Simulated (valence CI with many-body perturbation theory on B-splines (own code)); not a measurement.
# Cs⁴⁸⁺: calculated level list

Computed by valence CI with perturbative core correlation (CI+MBPT): five valence electrons over a frozen Dirac-Fock core [He], radial functions for each j: 9 s, 9 p, 8 d, 6 f, 3 g, 1 h, with the one-electron correlation potential Σ1 (screened to all orders), the two-electron term Σ2, the three-electron term Σ3, Breit, model QED; selected single and double excitations, second order for the rest, scaled by the run's own slope (own B-spline code, finite nucleus).

The last digits are not significant, and no measured levels were compared; by estimate large intervals hold to a few tenths of a per cent, small ones and those within an open d or f shell to about a per cent. Among the levels kept, up to 4100 cm⁻¹ of a level comes from second order outside the variational space, and about a tenth of that is noise between levels of different J, which matters for small intervals.

Levels 1 to 45 of 64, with energies above the lowest level, (2s^2 2p1/2^2 2p3/2) J=3/2. "Leading %" is the weight of the configuration and term that name the level; weights of strongly mixed levels are sums over their largest components and can fall short, so below about 35 % the name and the second component can differ from the true leading terms, or belong to a minority configuration. In the jj column 3d3/2^4 stands for four electrons in 3d with j = 3/2.

```tsv
No.	Configuration	Term	J	E (eV)	Leading %	g	Leading jj	Second component
1	2s2 2p3	2P°	3/2	0.0	47	1.356	2s^2 2p1/2^2 2p3/2 (100 %)	27 % 2s2 2p3 4S°
2	2s2 2p3	4S°	3/2	350.9	55	1.440	2s^2 2p1/2 2p3/2^2 (100 %)	45 % 2s2 2p3 2D°
3	2s2 2p3	2D°	5/2	371.2	100	1.180	2s^2 2p1/2 2p3/2^2 (100 %)	
4	2s2 2p3	2P°	1/2	403.4	100	0.640	2s^2 2p1/2 2p3/2^2 (100 %)	
5	2s 2p4	4P	5/2	574.6	74	1.479	2s 2p1/2^2 2p3/2^2 (99 %)	25 % 2s 2p4 2D
6	2s 2p4	2S	1/2	645.0	61	2.090	2s 2p1/2^2 2p3/2^2 (99 %)	32 % 2s 2p4 4P
7	2s 2p4	2P	3/2	646.6	45	1.199	2s 2p1/2^2 2p3/2^2 (98 %)	36 % 2s 2p4 2D
8	2s2 2p3	2P°	3/2	755.5	53	1.284	2s^2 2p3/2^3 (99 %)	29 % 2s2 2p3 2D°
9	2s 2p4	4P	3/2	946.0	80	1.559	2s 2p1/2 2p3/2^3 (99 %)	14 % 2s 2p4 2D
10	2s 2p4	2D	5/2	979.0	74	1.281	2s 2p1/2 2p3/2^3 (99 %)	25 % 2s 2p4 4P
11	2s 2p4	2P	1/2	1017.0	61	1.414	2s 2p1/2 2p3/2^3 (97 %)	36 % 2s 2p4 4P
12	2s 2p4	2D	3/2	1028.1	49	1.053	2s 2p1/2 2p3/2^3 (99 %)	49 % 2s 2p4 2P
13	2p5	2P°	3/2	1275.3	99	1.315	2p1/2^2 2p3/2^3 (99 %)	
14	2s 2p4	2S	1/2	1385.2	37	1.771	2s 2p3/2^4 (98 %)	32 % 2s 2p4 4P
15	2p5	2P°	1/2	1647.5	100	0.640	2p1/2 2p3/2^4 (100 %)	
16	2s2 2p2 3s	4P	1/2	4756.5	48	2.015	2s^2 2p1/2^2 3s (99 %)	29 % 2s2 2p2 3s 2S
17	2s2 2p2 3p	2P°	1/2	4824.1	44	0.656	2s^2 2p1/2^2 3p1/2 (99 %)	40 % 2s2 2p2 3p 4D°
18	2s2 2p2 3p	2P°	3/2	4940.8	32	1.331	2s^2 2p1/2^2 3p3/2 (99 %)	22 % 2s2 2p2 3p 4D°
19	2s2 2p2 3d	2D	3/2	5006.1	40	0.785	2s^2 2p1/2^2 3d3/2 (99 %)	34 % 2s2 2p2 3d 4F
20	2s2 2p2 3d	2D	5/2	5044.3	33	1.196	2s^2 2p1/2^2 3d5/2 (99 %)	19 % 2s2 2p2 3d 4D
21	2s2 2p2 3s	4P	3/2	5114.0	88	1.668	2s^2 2p1/2 2p3/2 3s (99 %)	10 % 2s2 2p2 3s 2P
22	2s2 2p2 3s	2P	1/2	5121.3	67	1.299	2s^2 2p1/2 2p3/2 3s (100 %)	32 % 2s2 2p2 3s 4P
23	2s2 2p2 3s	2D	5/2	5131.1	62	1.331	2s^2 2p1/2 2p3/2 3s (99 %)	37 % 2s2 2p2 3s 4P
24	2s2 2p2 3s	2D	3/2	5135.6	62	0.981	2s^2 2p1/2 2p3/2 3s (99 %)	36 % 2s2 2p2 3s 2P
25	2s2 2p2 3p	4P°	1/2	5181.1	47	1.721	2s^2 2p1/2 2p3/2 3p1/2 (99 %)	28 % 2s2 2p2 3p 4D°
26	2s2 2p2 3p	4D°	3/2	5186.7	56	1.142	2s^2 2p1/2 2p3/2 3p1/2 (99 %)	23 % 2s2 2p2 3p 2D°
27	2s2 2p2 3p	2F°	5/2	5198.8	46	1.075	2s^2 2p1/2 2p3/2 3p1/2 (99 %)	31 % 2s2 2p2 3p 2D°
28	2s2 2p2 3p	2P°	3/2	5224.0	41	1.338	2s^2 2p1/2 2p3/2 3p1/2 (98 %)	26 % 2s2 2p2 3p 2D°
29	2s2 2p2 3p	4D°	5/2	5284.1	39	1.468	2s^2 2p1/2 2p3/2 3p3/2 (76 %)	28 % 2s2 2p2 3p 4P°
30	2s2 2p2 3p	2P°	1/2	5293.7	34	1.621	2s^2 2p1/2 2p3/2 3p3/2 (98 %)	33 % 2s2 2p2 3p 4P°
31	2s2 2p2 3p	2D°	3/2	5299.9	52	1.167	2s^2 2p1/2 2p3/2 3p3/2 (99 %)	24 % 2s2 2p2 3p 4P°
32	2s2 2p2 3p	2F°	7/2	5306.8	62	1.236	2s^2 2p1/2 2p3/2 3p3/2 (99 %)	38 % 2s2 2p2 3p 4D°
33	2s2 2p2 3p	2P°	3/2	5308.7	26	1.416	2s^2 2p1/2 2p3/2 3p3/2 (71 %)	19 % 2s2 2p2 3p 4S°
34	2s 2p3 3s	4P°	5/2	5312.0	28	1.518	2s 2p1/2^2 2p3/2 3s (61 %)	22 % 2s 2p3 3s 6S°
35	2s2 2p2 3p	2D°	5/2	5328.3	52	1.266	2s^2 2p1/2 2p3/2 3p3/2 (86 %)	16 % 2s2 2p2 3p 4P°
36	2s 2p3 3s	2P°	3/2	5335.1	26	1.469	2s 2p1/2^2 2p3/2 3s (72 %)	23 % 2s 2p3 3s 4S°
37	2s2 2p2 3p	2P°	1/2	5337.1	80	0.656	2s^2 2p1/2 2p3/2 3p3/2 (92 %)	8 % 2s2 2p2 3p 4D°
38	2s2 2p2 3d	4F	3/2	5364.5	42	0.951	2s^2 2p1/2 2p3/2 3d3/2 (96 %)	29 % 2s2 2p2 3d 2P
39	2s2 2p2 3d	4F	5/2	5366.4	54	0.990	2s^2 2p1/2 2p3/2 3d3/2 (95 %)	34 % 2s2 2p2 3d 2F
40	2s2 2p2 3d	4D	1/2	5368.6	79	0.236	2s^2 2p1/2 2p3/2 3d3/2 (100 %)	14 % 2s2 2p2 3d 2P
41	2s2 2p2 3d	2F	5/2	5378.2	15	1.296	2s 2p1/2^2 2p3/2 3p1/2 (67 %)	12 % 2s 2p3 3p 4D
42	2s 2p3 3s	2P°	1/2	5379.7	38	0.776	2s 2p1/2^2 2p3/2 3s (90 %)	34 % 2s 2p3 3s 4D°
43	2s 2p3 3p	6P	3/2	5379.7	24	1.665	2s 2p1/2^2 2p3/2 3p1/2 (87 %)	23 % 2s 2p3 3p 4P
44	2s2 2p2 3d	2G	7/2	5380.2	47	1.040	2s^2 2p1/2 2p3/2 3d3/2 (94 %)	28 % 2s2 2p2 3d 4F
45	2s 2p3 3s	2P°	3/2	5382.0	32	1.372	2s 2p1/2^2 2p3/2 3s (96 %)	19 % 2s 2p3 3s 2D°
```

The ionisation energy to 2s2 2p2 3P_0 of the next ion comes out as 8726.3 eV (NIST: 8726 ± 4 eV (theoretical)). All 64 levels together are meant to be complete up to 5512.0 eV.
